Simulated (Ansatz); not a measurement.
`NBCF` + HCl → `FCBCl` + NH₃ at 400 K and 1 bar (ligand exchange at a B–N bond).

Program: Ansatz. Geometries: PBE0-D4/def2-TZVP. ΔE: electronic, gas phase. CCSD(T)/CBS adds triple-zeta CCSD(T) − MP2 to the extrapolated MP2 energy (def2 sets, frozen cores). This one scheme is used for every species. Each species was taken in one conformer, which may not be the lowest.

```csv
species,CCSD(T)/CBS energy (Eh),H − E (kJ/mol),S (J/(mol·K))
`NBCF`,-220.38912,209.0,315.0
HCl,-460.38127,29.6,195.4
`FCBCl`,-624.24106,136.5,320.2
NH₃,-56.50880,104.2,203.1
```

H − E and S are ideal-gas, rigid-rotor, harmonic terms from PBE0-D4/def2-TZVP, for one conformer and one mirror image of each species. 1 Eh = 2625.50 kJ/mol, R = 8.31446 J/(mol·K).

Question: By hand: ΔE, ΔH, ΔS and ΔG.

Answer: ΔE = (-624.24106) + (-56.50880) − (-220.38912) − (-460.38127) = 0.02053 Eh = 53.9 kJ/mol. Δ(H − E) = 136.5 + 104.2 − 209.0 − 29.6 = 2.1, so ΔH = 56.0 kJ/mol. ΔS = 320.2 + 203.1 − 315.0 − 195.4 = 12.9 J/(mol·K). ΔG = 56.0 − 400 × (12.9)/1000 = 50.8 kJ/mol.

Question: By hand: the equilibrium constant, and the temperature at which ΔG would vanish if ΔH and ΔS stayed fixed.

Answer: log₁₀ K = −ΔG/(RT ln 10) = -6.6. ΔG = 0 at ΔH/ΔS = 4341 K, far beyond where these terms or the molecules hold.

The number of gas molecules stays the same, so ΔS is small and ΔH decides. A doubt of 5 kJ/mol in ΔE shifts log₁₀ K by 0.7 here. Other conformers and mirror images would add mixing entropy, several J/(mol·K) or more a flexible species. These are equilibria of isolated gas molecules and say nothing of rates. Largest T1 diagnostic: 0.012 (customary marks: 0.02 for closed shells, 0.045 for open ones).
